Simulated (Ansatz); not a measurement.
[ReOF4]- (ReOF4⁻), relaxed as a singlet with RKS PBE0-D4/def2-SVPD in Ansatz, starting from the GFN2-xTB geometry. Force threshold 0.02 eV/Å.

In the def2 sets Re takes a core potential; there is no spin–orbit coupling.

Start:

Cartesian coordinates in Å:
```
Re -0.1803 -0.0528 0.1126
O -1.5436 -0.4527 0.9640
F -0.0227 -0.9868 -1.5542
F 1.3063 -1.1806 0.5546
F 0.9153 1.2482 0.9968
F -0.4751 1.4247 -1.0738
```

Question: Estimate the energy that the relaxation releases and the steps that it takes.

Answer: 0.9 kcal/mol, in 4 steps; 8.5 s on 4 threads of Arm Neoverse V2 on a shared host. No frequencies were taken in this run, so the end may be a saddle point.

Question: Does the start keep its bonding and symmetry?

Answer: By distances, no bond broke or formed. The bond that changes most is Re1–F5, from 1.92 to 1.93 Å (atoms count from 1). Point group C2v at the start, C4v at the end, both within 0.05 Å.

Question: Predict the relaxed structure.

Answer: 
```xyz
6

Re   -0.1501   -0.0440    0.0938
O    -1.5212   -0.4462    0.9502
F    -0.0602   -1.0227   -1.5707
F     1.3216   -1.2043    0.5694
F     0.9015    1.2695    1.0453
F    -0.4915    1.4478   -1.0879
```
Bond lengths: 4 × F–Re 1.93 Å; 1 × O–Re 1.67 Å.
